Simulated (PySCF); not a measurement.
**Question.** Give a PBE0-D3(BJ)/def2-SVP geometry of cis-Sn(NH3)2F4, `[NH3]->[Sn](<-[NH3])([F])([F])([F])[F]`.

**Answer.** 
```xyz
13
F4H6N2Sn angstrom
Sn    -0.6238   -0.0015   -0.6249
N     -0.7733   -0.0189    1.6605
H     -1.7920    0.0276    1.7420
H     -0.3668    0.7942    2.1195
H     -0.4490   -0.8899    2.0775
F     -0.4400    0.0078   -2.5600
N      1.6617    0.0021   -0.7742
H      1.7460   -0.0398   -1.7927
H      2.1238   -0.8093   -0.3681
H      2.0718    0.8744   -0.4446
F     -2.5584    0.0109   -0.4421
F     -0.2750    1.8928   -0.2732
F     -0.2946   -1.9025   -0.2975
```

Any rigid rotation of these coordinates is as good. Atoms count from 1 in this order. Sn1 (tin bonded to 4 F and 2 N) has the three widest angles are 178.3°, 178.3° and 151.6°, the others run from 80.4° to 100.8°. N2 (nitrogen bonded to Sn and 3 H) is distorted tetrahedral (angles from 98.3° to 114.7°).

Bonds between heavy atoms (Å): Sn1–N2 2.290, Sn1–F6 1.944, Sn1–N7 2.290, Sn1–F11 1.943, Sn1–F12 1.958, Sn1–F13 1.957.

Level of theory: PySCF, PBE0-D3(BJ)/def2-SVP geometry optimisation, gas phase, def2 core potentials past Kr.

Point group: near C2v, missed by 0.13 Å at most; the miss may be what the optimiser left on a soft mode (C2 holds within 0.08 Å). Whether it is a minimum is left open (no frequencies).
